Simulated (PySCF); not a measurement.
The group X on silaethenyl-X is varied. Isolated molecules, 0 K electronic values unless said otherwise. One relaxed conformer stands for each flexible species; it need not be the lowest. Strings in code marks are SMILES.

All values below come from PBE-D3(BJ)/def2-TZVP // PBE0-D3(BJ)/def2-TZVP in PySCF. All candidates: neutral, multiplicity 1. Excitations are Tamm–Dancoff values on a coarser integration grid. The basis has no diffuse functions, so Rydberg states are missing or too high.

```json
{
 "HOMO–LUMO gap": "3.34 eV",
 "S1 excitation (TDA)": "4.94 eV",
 "brightest of the four lowest singlets (TDA)": "5.25 eV"
}
```

Q: Which member has these values?
A) `C=[SiH]C=O` (C–Si–C–O torsion 0°)
B) `C=[SiH]C=S` (C–Si–C–S torsion 0°)
C) `C=[SiH]C#N`
D) `C=[SiH][SiH3]`

A: D, `C=[SiH][SiH3]`. The others give `C=[SiH]C=O` (C–Si–C–O torsion 0°): 2.35 eV, 2.60 eV, 3.93 eV; `C=[SiH]C=S` (C–Si–C–S torsion 0°): 1.29 eV, 1.54 eV, 3.19 eV; `C=[SiH]C#N`: 3.22 eV, 4.64 eV, 5.09 eV
